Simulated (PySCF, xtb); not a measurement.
CH8FNOSi2, SMILES C[SiH2]N[Si@H](O)F. Other conformers were not sampled.

Harmonic wavenumbers (cm⁻¹) from GFN2-xTB (xtb) at its own minimum, in rising order: 31, 54, 89, 129, 136, 181, 200, 256, 301, 332, 479, 590, 649, 681, 696, 738, 756, 772, 789, 820, 827, 857, 933, 1012, 1200, 1376, 1493, 1500, 2196, 2220, 2355, 3033, 3035, 3058, 3490, 3675.

Task: What does PySCF with PBE-D3(BJ)/def2-SVP give at its own minimum? (The exact figures need the calculation; the answer reports its results.)

Result: 14, 52, 114, 167, 179, 215, 275, 325, 365, 407, 483, 596, 681, 714, 736, 778, 805, 814, 848, 888, 894, 912, 925, 978, 1150, 1217, 1382, 1384, 2140, 2187, 2213, 2974, 3070, 3081, 3514, 3770. Paired by order, the mean absolute difference is 52 cm⁻¹ and the zero-point energies are 58.5 and 59.0 kcal/mol.
